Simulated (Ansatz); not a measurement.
Consider the cleavage of the Ga–Ga bond: `[GaH2][GaH2]` + `PP` → `P[PH][GaH2]` + `[GaH3]`.

Computed with Ansatz on PBE0-D4/def2-TZVP structures; ΔE is electronic, products minus reactants. CBS: MP2 limit from def2 TZ/QZ plus the TZ coupled-cluster correction, frozen cores. This one scheme is used for every species. Functionals use def2-TZVPP. B3LYP here is the variant with VWN-RPA as its local correlation; programs differ in this. HSE06 is defined as in plane-wave codes. For Ga outer-core shells are correlated without core-valence functions, which leaves a few kJ/mol of doubt a bond. Scalar relativity is left out up to krypton. One conformer a species, not always the lowest.

`[GaH2][GaH2]`:

Z-matrix (Å, degrees):
```
Ga
Ga 1 2.459
H 1 1.578 2 122.1
H 1 1.578 2 122.1 3 -179.9
H 2 1.578 1 122.2 3 -90.1
H 2 1.578 1 122.0 3 89.9
```

`PP`:

Z-matrix (Å, degrees):
```
P
P 1 2.227
H 1 1.422 2 93.6
H 1 1.422 2 93.6 3 92.2
H 2 1.422 1 93.6 3 87.4
H 2 1.422 1 93.6 3 179.6
```

`P[PH][GaH2]`:

Cartesian coordinates in Å:
```
P 0.705 -0.951 0.261
P 0.469 0.632 -1.301
Ga -0.848 1.071 0.607
H 0.594 -2.142 -0.487
H 2.103 -0.940 0.455
H -0.579 -0.107 -1.915
H -0.117 1.862 1.741
H -2.328 0.575 0.638
```

`[GaH3]`:

Z-matrix (Å, degrees):
```
Ga
H 1 1.568
H 1 1.568 2 120.0
H 1 1.568 2 120.0 3 -179.9
```

```tsv
level	ΔE (kJ/mol)	difference from CCSD(T)/CBS
LDA (SPW92)	-23.0	-10.4
PBE-D4	-12.8	-0.2
revPBE-D4	-13.8	-1.2
BLYP-D4	-1.7	10.9
r2SCAN-D4	-17.4	-4.8
B97M-V	-21.3	-8.7
PBE0-D4	-14.0	-1.4
B3LYP-D4	-3.3	9.3
r2SCANh-D4	-17.0	-4.4
HSE06-D4	-13.7	-1.1
BHLYP-D4	-4.0	8.6
CAM-B3LYP-D4	-3.9	8.7
ωB97X-V	-10.3	2.3
ωB97M-V	-8.8	3.8
PBE-QIDH	-17.5	-4.9
PBE	-7.3	5.3
revPBE	-1.8	10.8
BLYP	9.9	22.5
r2SCAN	-16.2	-3.6
PBE0	-9.3	3.3
B3LYP	5.8	18.4
r2SCANh	-15.7	-3.1
r2SCAN0	-14.8	-2.2
HSE06	-9.3	3.3
BHLYP	4.0	16.6
CAM-B3LYP	1.0	13.6
LC-ωPBE	-13.1	-0.5
MP2/def2-SVP	-15.8	-3.2
CCSD(T)/def2-SVP	-5.4	7.2
HF/def2-TZVPP	10.7	23.3
MP2/def2-TZVPP	-21.3	-8.7
SCS-MP2/def2-TZVPP	-12.1	0.5
CCSD/def2-TZVPP	-4.7	7.9
CCSD(T)/def2-TZVPP	-11.0	1.6
HF/def2-QZVPP	10.7	23.3
MP2/def2-QZVPP	-22.3	-9.7
SCS-MP2/def2-QZVPP	-13.3	-0.7
HF/CBS(def2)	10.7	23.3
MP2/CBS(def2)	-23.0	-10.4
CCSD/CBS(def2)	-6.3	6.3
CCSD(T)/CBS	-12.6	0
```

Largest T1 diagnostic among the species: 0.014.

From BLYP to BHLYP (50 % exact exchange), in def2-TZVPP and without D4, ΔE moves by −5.8 kJ/mol. In def2-TZVPP, CCSD(T) changes the Hartree–Fock value by −21.7 kJ/mol (the triples alone add −6.2 kJ/mol) and MP2 by −32.1 kJ/mol. Leaving LDA and LC-ωPBE aside and taking each functional with its dispersion term where it has one, the values spread over 19.7 kJ/mol, from B97M-V to BLYP-D4. LDA lies −15.7 kJ/mol from PBE without D4.
